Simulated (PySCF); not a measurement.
## Dipole moment and polarisability of `FB(F)[SiH2]N1CCCC1`

Compound: C4H10BF2NSi.
Geometry (PBE0-D3(BJ)/def2-SVP, Å), atoms numbered from 1 in this order:
```xyz
19
C4H10BF2NSi angstrom
F      2.744    2.286    1.229
B      3.190    1.212    0.601
F      4.502    1.118    0.477
Si     2.000   -0.253   -0.153
N      0.333    0.070    0.168
C     -0.214    1.243    0.845
C     -1.670    0.868    1.103
C     -2.005   -0.019   -0.090
C     -0.727   -0.832   -0.266
H      2.452   -1.561    0.435
H      2.285   -0.373   -1.625
H     -0.157    2.150    0.211
H      0.325    1.474    1.777
H     -1.749    0.288    2.037
H     -2.324    1.747    1.198
H     -2.180    0.603   -0.984
H     -2.895   -0.647    0.060
H     -0.760   -1.751    0.355
H     -0.585   -1.161   -1.311
```

Level: CAM-B3LYP/def2-SVPD (PySCF), static field, nuclei fixed, core orbitals frozen in the response. The polarisability tensor in these axes (au):

```
x   106.86   0.66  -1.58
y     0.66  90.38   6.93
z    -1.58   6.93  82.52
```

Question: Give the principal values, the mean and the anisotropy Δα = √{½[(α1 − α2)² + (α2 − α3)² + (α1 − α3)²]}.

Answer: Principal values 78.38, 94.41 and 106.97 au; mean 93.25 au = 13.82 Å³ = 15.38 × 10⁻⁴⁰ C²·m²/J; Δα = 24.82 au (27 % of the mean).

Question: What is the dipole moment, and where does it point?

Answer: (-2.18, -0.39, -0.09) D, 2.21 D in size, pointing from the negative to the positive side. Measured along this direction, the outermost atoms are F3 at the negative end and H17 at the positive end.

Question: In TDDFT the mean static polarisability is Σ f/ω² over all singlet excitations (ω in hartree). How much of it do the 10 lowest give? Their energies (eV) and oscillator strengths: 4.88, 0.0160; 5.55, 0.0079; 6.23, 0.0058; 6.65, 0.0377; 6.70, 0.0048; 6.75, 0.0152; 6.92, 0.0171; 7.05, 0.0068; 7.55, 0.0053; 7.86, 0.0063.

Answer: They add up to 2.26 au, 2.4 % of the 93.25 au; the largest single term is 0.63 au, from the state at 6.65 eV. Terms in order: 0.50, 0.19, 0.11, 0.63, 0.08, 0.25, 0.26, 0.10, 0.07, 0.08 au. Higher excitations give the rest. The strengths listed sum to 0.123.

Question: In a dilute gas of rigid molecules at 250 K, how does the orientational term μ²/3kT compare with the electronic polarisability?

Answer: In Gaussian units μ²/3kT = 47.27 Å³ against 13.82 Å³, a ratio of 3.42; the Debye molar polarisation (4π/3)N_A(α + μ²/3kT) is 154.1 cm³/mol, leaving out the vibrational part.

Question: Refractivity n − 1 of an ideal gas of it at 298.15 K and 1 atm, from the electronic α?

Answer: N = p/kT = 2.4615 × 10¹⁹ cm⁻³, so n − 1 = 2π × N × 13.82 × 10⁻²⁴ cm³ = 2137 × 10⁻⁶ at long wavelengths.

Question: Rayleigh depolarisation ratio (linearly polarised light, static tensor)?

Answer: ρ = 3Δα²/(45ᾱ² + 4Δα²) = 1848.4/(391324 + 2464.5) = 0.00469.

Question: Find the Langevin capture rate constant for NO+ (29.998 u) meeting this molecule (149.064 u), k = 2.342 × 10⁻⁹ cm³/s × √(α in Å³ / reduced mass in u).

Answer: The reduced mass is 24.97 u, so k = 1.74 × 10⁻⁹ cm³/s. The formula leaves out the permanent dipole, which adds to the capture rate.

One conformer (not necessarily the lowest) at the PBE0-D3(BJ)/def2-SVP geometry, without solvent, vibrations or thermal averaging.
